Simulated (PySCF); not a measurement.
C₉H₉N₃, SMILES Cn1cccc1-c1ncccn1.

The structure is a stationary point at B3LYP-D3(BJ)/def2-SVP. This is a generated structure with no PubChem entry under its InChIKey; it may be hypothetical. Other conformers were not sampled.

Two levels are set side by side: TDA-PBE/def2-SVP (PySCF) and TDA-PBE0/def2-SVP (PySCF). Vertical, same geometry. The lowest singlet is HOMO→LUMO+1 60 %, HOMO→LUMO 36 % with PBE and HOMO→LUMO+1 88 % with the other functional; states are paired by order. Differences are taken from unrounded values.

| quantity | TDA-PBE0 |
|---|---|
| lowest singlet excitation (eV) | 4.11 |
| lowest triplet excitation (TDA) (eV) | 2.98 |
| first bright state (f over 0.05) (eV) | 4.62 |
| its oscillator strength | 0.80 |

Q: What does TDA-PBE give, and how far is it from TDA-PBE0? (The exact figures need the calculation; the answer reports its results.)

A: 
| quantity | TDA-PBE | TDA-PBE minus TDA-PBE0 |
|---|---|---|
| lowest singlet excitation (eV) | 3.37 | -0.74 |
| lowest triplet excitation (TDA) (eV) | 2.85 | -0.14 |
| first bright state (f over 0.05) (eV) | 4.21 | -0.41 |
| its oscillator strength | 0.13 | -0.67 |

Functionals without exact exchange tend to place singlet excitations lower, as here. Differences between two approximate levels are no errors against the true value.

Rough cost on one machine, each run with all the roots and properties that it gave: TDA-PBE0 against TDA-PBE within a factor of 2.
